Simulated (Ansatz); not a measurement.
Start from `C[CH2][SbH2]` and change one atom or group to get `CCBr`.

Ansatz, PBE0-D4/def2-TZVP geometries, multiplicity 1. 

Elements past krypton have def2 core potentials. Scalar relativity is left out up to krypton.

| property | `C[CH2][SbH2]` |
| --- | --- |
| LUMO energy (PBE/def2-TZVPP) / eV | -0.94 |
| size of the dipole moment (B3LYP/def2-TZVPP) / D | 0.89 |
| zero-point energy (PBE0-D4/def2-TZVP) / kJ/mol | 206.4 |
| LUMO energy (B3LYP/def2-TZVPP) / eV | -0.44 |
| size of the dipole moment (PBE/def2-TZVPP) / D | 0.93 |
| HOMO energy (B3LYP/def2-TZVPP) / eV | -6.74 |

Q: What does the change do to each property? (An estimate is asked.)

A: Computed: 
```json
{"property": "LUMO energy (PBE/def2-TZVPP) / eV", "`CCBr`": "-0.88", "shift": "0.06"}
{"property": "size of the dipole moment (B3LYP/def2-TZVPP) / D", "`CCBr`": "2.13", "shift": "1.24"}
{"property": "zero-point energy (PBE0-D4/def2-TZVP) / kJ/mol", "`CCBr`": "173.6", "shift": "-32.8"}
{"property": "LUMO energy (B3LYP/def2-TZVPP) / eV", "`CCBr`": "-0.14", "shift": "0.30"}
{"property": "size of the dipole moment (PBE/def2-TZVPP) / D", "`CCBr`": "2.07", "shift": "1.14"}
{"property": "HOMO energy (B3LYP/def2-TZVPP) / eV", "`CCBr`": "-7.58", "shift": "-0.84"}
```

With PBE0 the HOMO falls by 0.93 eV and the LUMO rises by 0.36 eV, so the gap widens by about 1.29 eV. PBE moves the HOMO by -0.64 eV and ωB97M-V by -1.11 eV. The zero-point energy changes by -32.8 kJ/mol with -6 modes. Dipoles are sizes alone; their direction can turn.

B3LYP here is the variant with VWN-RPA as its local correlation; programs differ in this.

Spin–orbit coupling is left out; it splits and shifts lone-pair levels of the heavy atoms by tenths of an eV.
